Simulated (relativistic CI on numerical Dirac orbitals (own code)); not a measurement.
# Electric-dipole lines of Se⁺

Method of calculation: Dirac-Coulomb-Breit CI, KLI orbitals optimised for each configuration, model QED, valence Slater integrals scaled by 0.85, configuration energies shifted to the measured levels that pair with them (semi-empirical) (own radial code, finite nucleus).

Configuration list (outside the closed core [Ar] 3d10): 4s2 4p3, 4s 4p4, 4s2 4p2 5s, 4s2 4p2 5p, 4s2 4p2 5d, 4s2 4p2 4d, 4p5, 4s2 4p 4d2, 4s 4p3 4d, 4s2 4p2 6s, 4s2 4p2 6p, 4s2 4p2 4f, 4s2 4p2 6d, 4s2 4p2 5f, 4s2 4p2 5g, 4s2 4p2 6f. Levels of other configurations are missing.

```csv
λ vac (Å),Lower,Upper,A (s⁻¹),E lower (eV),E upper (eV)
891.42,4s2 4p3 2D°_3/2 [2],4s2 4p2 5s 2S_1/2 [51],1.32e+08,1.7443,15.6530
913.62,4s2 4p3 4S°_3/2 [1],4s2 4p2 5s 2D_5/2 [23],4.27e+07,0.0000,13.5707
961.19,4s2 4p3 2P°_1/2 [4],4s2 4p2 5s 2S_1/2 [51],7.21e+08,2.7540,15.6530
969.41,4s2 4p3 2P°_3/2 [5],4s2 4p2 5s 2S_1/2 [51],1.27e+09,2.8634,15.6530
1013.3,4s2 4p3 4S°_3/2 [1],4s2 4p2 5s 4P_5/2 [11],8.65e+08,0.0000,12.2359
1033.9,4s2 4p3 4S°_3/2 [1],4s2 4p2 5s 4P_3/2 [10],8.22e+08,0.0000,11.9924
1048.0,4s2 4p3 2D°_3/2 [2],4s2 4p2 5s 2D_3/2 [24],5.90e+08,1.7443,13.5747
1048.4,4s2 4p3 2D°_3/2 [2],4s2 4p2 5s 2D_5/2 [23],7.35e+07,1.7443,13.5707
1049.6,4s2 4p3 4S°_3/2 [1],4s2 4p2 5s 4P_1/2 [9],8.12e+08,0.0000,11.8120
1056.0,4s2 4p3 2D°_5/2 [3],4s2 4p2 5s 2D_5/2 [23],7.33e+08,1.8302,13.5707
1140.7,4s2 4p3 2D°_5/2 [3],4s 4p4 2D_3/2 [14],1.98e+08,1.8302,12.6997
1145.8,4s2 4p3 2P°_1/2 [4],4s2 4p2 5s 2D_3/2 [24],7.27e+07,2.7540,13.5747
1157.5,4s2 4p3 2P°_3/2 [5],4s2 4p2 5s 2D_3/2 [24],1.86e+08,2.8634,13.5747
1158.0,4s2 4p3 2P°_3/2 [5],4s2 4p2 5s 2D_5/2 [23],9.85e+07,2.8634,13.5707
1167.4,4s2 4p3 2D°_5/2 [3],4s2 4p2 5s 2P_3/2 [13],6.71e+08,1.8302,12.4511
1179.2,4s2 4p3 2D°_3/2 [2],4s2 4p2 5s 2P_1/2 [12],1.22e+09,1.7443,12.2590
1293.2,4s2 4p3 2P°_3/2 [5],4s2 4p2 5s 2P_3/2 [13],1.48e+08,2.8634,12.4511
1304.4,4s2 4p3 2P°_1/2 [4],4s2 4p2 5s 2P_1/2 [12],2.05e+08,2.7540,12.2590
```

Terms are leading LS components. Brackets give the number of a level in order of energy, since labels repeat. The list gives strong lines, with weight on those to low levels, without configurations that were not tied to measured data, without lines whose two gauges differ by over a factor of 2.5, among the lowest 258 of 394 levels, so that lines to higher ones, which can be the strongest, are missing, and without lines across small gaps between configurations, and without 2 lines that miss the measured interval by over 3.5 %, start from a term whose rates miss tabulated ones by over 60 %, have gauges far apart or, lacking measured levels, span too small a gap for the errors found; lines with a level outside our table were not tested and can miss by more. Levels whose partners in the same complex of configurations lie outside the list can be far off, and so can their lines. Rates are taken at the computed energies, electric ones in the length gauge.

Configurations whose levels could be paired with our table of measured levels were shifted onto them, all but the ground configuration, by the median error of their levels; single terms can still be off by 1,000 to 2,000 cm⁻¹ or more, and rates follow the energies as ν³ (E1, M1) or ν⁵ (E2). The others borrow a shift and can be off by several thousand cm⁻¹ or more. The fine structure of a lone outer electron comes out too small, for d and f at times inverted, and misplaced configurations move strength between like terms. 15 of the 15 excited levels that our extract of the measured tables holds in this range could be paired (the sources list more); they are missed by 306 cm⁻¹ on average and 977 at most, after the shifts were fitted to these levels, and levels without a partner can miss by more.

LS names give the leading component of a level, which can be under half, so a name can repeat, a term be missing and a line seem to break the LS rules.
